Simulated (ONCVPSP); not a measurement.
Before and after: ONCV potential for tantalum

```json
{"Element": "tantalum", "Generator": "ONCVPSP 4.0.1", "Type": "optimised norm-conserving Vanderbilt (ONCV)", "Functional": "PBEsol", "Relativity": "scalar-relativistic", "Frozen core": "[Kr] 4d10 4f14", "Valence charge": "13", "Reference configuration": "5s2 5p6 5d3 6s2", "Partial waves": "5s+6s: rc 1.70 bohr, ncon 4, nbas 9, qcut 9.2 1/bohr, 2 projectors; 5p: rc 1.75 bohr, ncon 4, nbas 9, qcut 7.8 1/bohr, 2 projectors, debl 2.6 Ha; 5d: rc 2.90 bohr, ncon 5, nbas 9, qcut 6.3 1/bohr, 1 projector", "Local potential": "polynomial inside 1.50 bohr (lpopt 1, dvloc0 -1 Ha)", "Core correction": "Teter function, fcfact 2.25, rcfact 1.45"}
```

Change: d: rc 3.86.

Cutoffs: the cutoffs (Ha) at which the residual kinetic energy of the hardest occupied pseudo-wave falls to 1 and 0.1 mHa per electron; they do not see the model core or the augmentation charge, which bear on the density cutoff. Errors are all-electron minus pseudo energies relative to the spin-unpolarised reference configuration.

Problem. How do hardness, ghosts and transferability respond?

Solution. The potential gets neither clearly harder nor softer (25 Ha and 30 Ha → 25 Ha and 30 Ha); the s channel sets the loose cutoff, while the largest relative change is in d, which becomes softer; of the 4 tests that both files solve, the error grows in 3 and shrinks in 0 by more than 15 % and 0.3 meV (median size 3.4 → 13.8 meV); neither file shows a bound ghost. More of the atom is replaced by a form fitted at one configuration, so other configurations suffer.

| quantity | base | changed |
| --- | --- | --- |
| cutoff, loose | 25 Ha | 25 Ha |
| cutoff, tight | 30 Ha | 30 Ha |
| loose cutoff by channel | s 25 Ha, p 19 Ha, d 12 Ha | s 25 Ha, p 19 Ha, d 9.6 Ha |
| bound ghosts | none | none |
| GHOST(+) flags under 300 eV | none | none |
| error for 5s2 5p6 5d3 6s1, meV [ΔE 8.51 eV] | -2.6 | -2.7 |
| error for 5s2 5p6 5d3 6s0, meV [ΔE 23.48 eV] | -3.3 | -13 |
| error for 5s2 5p6 5d2 6s0, meV [ΔE 47.09 eV] | -12 | -15 |
| error for 5s2 5p6 5d2 6s2 6p1, meV [ΔE 3.03 eV] | +3.5 | +30 |
| s: phases at 1.73 bohr within 0.05 rad from the reference energy up to (Ha; the scan ends near 5) | to the end of the scan | to the end of the scan |
| p: phases at 1.78 bohr within 0.05 rad from the reference energy up to (Ha; the scan ends near 5) | to the end of the scan | to the end of the scan |
| rms error of d²Exc/dni dnj with the model core, mHa | 2.07 | 2.20 |
